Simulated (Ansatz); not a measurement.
Cost and result for the atomization energy of CH4AsBS (`B1SC[AsH]1`) (8 atoms, 8 bonds).

```xyz
8

B    -0.1279   -0.8497    1.1650
S    -1.4500   -0.5784    0.0207
C    -0.2910    0.3360   -1.0386
As    1.3698   -0.1118   -0.0035
H    -0.2054   -1.3734    2.2295
H    -0.5218    1.3996   -1.0385
H    -0.2847   -0.0414   -2.0605
H     1.5109    1.2191    0.7260
```

Charge 0, multiplicity 1. Correlated methods include outer-core shells of As, which these sets cover unevenly. Scalar relativity is left out up to krypton. The geometry is a stationary point of PBE0-D4/def2-TZVP. Program: Ansatz. All runs use 2 threads of an Arm Neoverse V1 on a shared host. Times are those of one run each, without the atoms' runs, and a repeat can differ threefold. Electronic energies, without spin–orbit coupling; frozen cores. CCSD(T)/CBS adds CCSD(T) − MP2 in def2-TZVPP to the MP2 limit, and its time is that of the two runs behind it. T1 = 0.015. With those shells the extrapolation isn't a true limit. B3LYP takes the VWN-RPA correlation (the form of Gaussian; ORCA's B3LYP/G). HSE06 is the plane-wave form, built on full-range PBE exchange.

CCSD(T)/CBS is a level of theory with its own doubt, some kJ/mol a heavy atom from the limit and from the frozen cores, so smaller differences don't rank the functionals.

```tsv
level	functions	wall time	atomization (kJ/mol)	difference from CCSD(T)/CBS	per bond
revPBE-D4/def2-TZVPP	208	3 s	2713.8	23.1	2.9
PBE-D4/def2-TZVPP (with forces)	208	3.7 s	2780.7	90.0	11.2
PBE0-D4/def2-TZVPP	208	4.8 s	2729.6	38.9	4.9
HSE06-D4/def2-TZVPP	208	5.5 s	2730.1	39.4	4.9
CCSD(T)/def2-SVP	98	6.5 s	2510.1	-180.6	-22.6
r2SCAN-D4/def2-TZVPP (with forces)	208	7.5 s	2726.7	36.0	4.5
B3LYP-D4/def2-TZVPP (with forces)	208	7.5 s	2704.0	13.3	1.7
B2PLYP/def2-TZVPP	208	8 s	2665.9	-24.8	-3.1
r2SCANh-D4/def2-TZVPP	208	8.5 s	2708.4	17.7	2.2
ωB97X-V/def2-TZVPP	208	13 s	2728.2	37.5	4.7
MP2/def2-QZVPP	393	29 s	2699.8	9.1	1.1
CCSD(T)/def2-TZVPP	208	2.1 min	2618.3	-72.4	-9.1
CCSD(T)/CBS(def2)	–	2.6 min	2690.7	0.0	0.0
```

In def2-TZVPP, CCSD(T) changes the Hartree–Fock value by +720.4 kJ/mol (the triples alone add +55.9 kJ/mol) and MP2 by +760.2 kJ/mol; breaking electron pairs costs correlation energy, which Hartree–Fock lacks. Leaving LDA and LC-ωPBE aside and taking each functional with its dispersion term where it has one, the values, not all of them listed here, spread over 156.3 kJ/mol, from BHLYP-D4 to PBE-D4. LDA lies +384.8 kJ/mol from PBE without D4, its usual overbinding. From PBE to PBE0 (25 % exact exchange), in def2-TZVPP and without D4, the atomization energy moves by −47.6 kJ/mol: exact exchange takes away binding that semilocal exchange gives to molecules.
